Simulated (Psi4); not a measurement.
Computed with Psi4 with SAPT0/jun-cc-pVDZ, frozen core.

Psi4 input:

```
molecule {
0 1
Ge 0.00001025 -0.00001590 -0.00000448
H -0.86728572 -0.68267613 -1.06802293
H 0.23478952 1.46639725 -0.39168205
H 1.35016716 -0.72480984 0.10311807
H -0.71768122 -0.05889537 1.35659139
--
0 1
O 2.24207610 -3.23502644 3.08018202
S 1.44071525 -2.37587828 3.91039628
O 0.41626001 -1.57449643 3.29571298
units angstrom
symmetry c1
no_reorient
no_com
}
set basis jun-cc-pvdz
set scf_type df
set freeze_core true
energy('sapt0')
```

Part of the output:

```
    SAPT Results
  --------------------------------------------------------------------------------------------------------
    Electrostatics                 -0.92247433 [mEh]      -0.57886138 [kcal/mol]      -2.42195601 [kJ/mol]
      Elst10,r                     -0.92247433 [mEh]      -0.57886138 [kcal/mol]      -2.42195601 [kJ/mol]

    Exchange                        2.98955219 [mEh]       1.87597232 [kcal/mol]       7.84906819 [kJ/mol]
      Exch10                        2.98955219 [mEh]       1.87597232 [kcal/mol]       7.84906819 [kJ/mol]
      Exch10(S^2)                   2.98244979 [mEh]       1.87151550 [kcal/mol]       7.83042085 [kJ/mol]

    Induction                      -0.40757597 [mEh]      -0.25575778 [kcal/mol]      -1.07009057 [kJ/mol]
      Ind20,r                      -1.02004642 [mEh]      -0.64008879 [kcal/mol]      -2.67813151 [kJ/mol]
      Exch-Ind20,r                  0.85836471 [mEh]       0.53863199 [kcal/mol]       2.25363623 [kJ/mol]
      delta HF,r (2)               -0.24589426 [mEh]      -0.15430098 [kcal/mol]      -0.64559529 [kJ/mol]

    Dispersion                     -1.57873981 [mEh]      -0.99067419 [kcal/mol]      -4.14498081 [kJ/mol]
      Disp20                       -1.80167949 [mEh]      -1.13057095 [kcal/mol]      -4.73030885 [kJ/mol]
      Exch-Disp20                   0.22293967 [mEh]       0.13989676 [kcal/mol]       0.58532803 [kJ/mol]
      Disp20 (SS)                  -0.90083974 [mEh]      -0.56528547 [kcal/mol]      -2.36515442 [kJ/mol]
      Disp20 (OS)                  -0.90083974 [mEh]      -0.56528547 [kcal/mol]      -2.36515442 [kJ/mol]
      Exch-Disp20 (SS)              0.11227649 [mEh]       0.07045456 [kcal/mol]       0.29478189 [kJ/mol]
      Exch-Disp20 (OS)              0.11066318 [mEh]       0.06944219 [kcal/mol]       0.29054614 [kJ/mol]

  Total HF                          1.65950189 [mEh]       1.04135316 [kcal/mol]       4.35702161 [kJ/mol]
  Total SAPT0                       0.08076207 [mEh]       0.05067897 [kcal/mol]       0.21204080 [kJ/mol]
```
